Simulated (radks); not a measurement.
The tin anion Sn4-, [Xe], held by a Watson sphere: a shell of charge +4 at radius R that stands for the Madelung well of a crystal (potential energy -4/R inside, -4/r outside, in hartree with lengths in bohr). All-electron calculation, scalar-relativistic Kohn-Sham, PBEsol, spin-polarised, spherical densities, finite nucleus; Fermi nuclear charge, rms radius of each element as measured or else 0.836 A^(1/3) + 0.57 fm. Program: a radial shooting solver on a logarithmic mesh with Libxc functionals. Response by self-consistent Sternheimer equations with the Hartree and adiabatic LDA kernel, the relativistic mass of each level held fixed and spin-orbit coupling left out. The sphere does not respond.

\begin{tabular}{lrrrrrrr}
R (bohr) & e(4d) (eV) & e(5s) (eV) & e(5p) (eV) & <r> 5p (bohr) & sum of <r^2> (bohr^2) & X-ray form factor at sin(theta)/lambda = 0.1 1/angstrom & alpha (bohr^3) \\ \hline
3.01 & -24.943 & -12.502 & -6.204 & 3.118 & 104.6 & 48.044 & 72.84 \\
3.55 & -23.976 & -11.072 & -5.373 & 3.412 & 119.2 & 47.584 & 106.2 \\
3.6 & -23.916 & -10.959 & -5.301 & 3.439 & 120.6 & 47.544 & 109.9 \\
4.39 & -23.338 & -9.562 & -4.307 & 3.883 & 144.8 & 46.985 & 188.8 \\
4.87 & -23.175 & -9.004 & -3.832 & 4.160 & 161.1 & 46.716 & 258.4 \\
5 & -23.145 & -8.883 & -3.719 & 4.236 & 165.7 & 46.653 & 280.5 \\
\end{tabular}
